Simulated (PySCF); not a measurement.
## State search for BiCl⁺

Unrestricted PBE0; PySCF, scalar-relativistic core potentials, basis sets Bi def2-SVPD with ECP60, Cl def2-SVPD. Outer shells of the fragments: Bi+ 5d10 6s2 6p2; Cl 3s2 3p5.

Followed along the bond (rough minima from three points):

```csv
2Ms+1,unpaired,⟨S²⟩ at the start,R at minimum (Å),Te (eV)
2,π ↑,0.76,2.38,0.00
4,π ↑↑↑,3.76,none in the scan,≤ 2.42
```

Solutions found at the starting distance of 2.530 Å, counted from the lowest of them; the search is not exhaustive and high or unbound solutions are not listed, so other states can lie among these:

```json
{"2Ms+1": "2", "unpaired": "π ↑", "term": "²Π", "E (eV)": "0.00", "⟨S²⟩": "0.76", "⟨Lz²⟩": "1.01", "μ (D)": "-2.59"}
{"2Ms+1": "2", "unpaired": "σ ↑", "term": "²Σ⁺", "E (eV)": "2.44", "⟨S²⟩": "0.76", "⟨Lz²⟩": "0.00", "μ (D)": "-2.09"}
{"2Ms+1": "4", "unpaired": "π ↑↑↑", "term": "⁴Π", "E (eV)": "2.50", "⟨S²⟩": "3.76", "⟨Lz²⟩": "1.01", "μ (D)": "2.15"}
{"2Ms+1": "2", "unpaired": "π ↑↑↓", "term": "mixed", "E (eV)": "2.87", "⟨S²⟩": "1.76", "⟨Lz²⟩": "3.01", "μ (D)": "2.16"}
{"2Ms+1": "4", "unpaired": "σ ↑, π ↑↑", "term": "⁴Σ⁻", "E (eV)": "3.21", "⟨S²⟩": "3.76", "⟨Lz²⟩": "0.00", "μ (D)": "0.64"}
{"2Ms+1": "2", "unpaired": "σ ↓, π ↑↑", "term": "mixed", "E (eV)": "3.45", "⟨S²⟩": "1.76", "⟨Lz²⟩": "0.00", "μ (D)": "0.70"}
{"2Ms+1": "2", "unpaired": "π ↑", "term": "mixed", "E (eV)": "3.95", "⟨S²⟩": "0.75", "⟨Lz²⟩": "3.01", "μ (D)": "2.20"}
{"2Ms+1": "4", "unpaired": "σ ↑, π ↑↑", "term": "mixed", "E (eV)": "4.28", "⟨S²⟩": "3.75", "⟨Lz²⟩": "2.01", "μ (D)": "1.99"}
{"2Ms+1": "4", "unpaired": "σ ↑, π ↑↑", "term": "mixed", "E (eV)": "4.42", "⟨S²⟩": "3.75", "⟨Lz²⟩": "2.01", "μ (D)": "1.92"}
{"2Ms+1": "2", "unpaired": "σ ↓, π ↑↑", "term": "mixed", "E (eV)": "4.73", "⟨S²⟩": "1.76", "⟨Lz²⟩": "2.01", "μ (D)": "2.08"}
{"2Ms+1": "4", "unpaired": "σ ↑↑, π ↑", "term": "⁴Π", "E (eV)": "4.84", "⟨S²⟩": "3.75", "⟨Lz²⟩": "1.00", "μ (D)": "0.70"}
```

A term symbol is given only where ⟨S²⟩ and ⟨Lz²⟩ are close to those of a pure state; real π, δ and φ orbitals otherwise mix terms. A positive dipole points towards Cl; it is taken about the centre of mass and depends on that origin.

Spin–orbit coupling is left out, which matters for elements this heavy, above all for dissociation energies. Counting both spins, an empty level lies below a filled one in some of these solutions, because spin and occupation are held.
